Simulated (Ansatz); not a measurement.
Consider the redistribution: `O[SiH2][TeH]` + `NC([SiH3])=S` → `NC(=S)[SiH2]O` + `[SiH3][TeH]`.

Isolated molecules relaxed with PBE0-D4/def2-TZVP in Ansatz; ΔE leaves out vibrations. CBS: MP2 limit from def2 TZ/QZ plus the TZ coupled-cluster correction, frozen cores. Functionals use def2-TZVPP. Elements past krypton have def2 core potentials. For Te outer-core shells are correlated without core-valence functions, which leaves a few kJ/mol of doubt a bond. Each species was taken in one conformer, which may not be the lowest.

```
             level  ΔE (kcal/mol)
           ωB97X-V           -2.9
    MP2/def2-TZVPP           -2.6
CCSD(T)/def2-TZVPP           -2.8
     MP2/CBS(def2)           -2.4
```

**Question.** What does CCSD(T)/CBS give? (An estimate is asked.)

**Answer.** Computed: -2.6 kcal/mol. The listed levels differ from it by -0.3, 0.0, -0.2, 0.2 kcal/mol.

Largest T1 diagnostic among the species: 0.018.
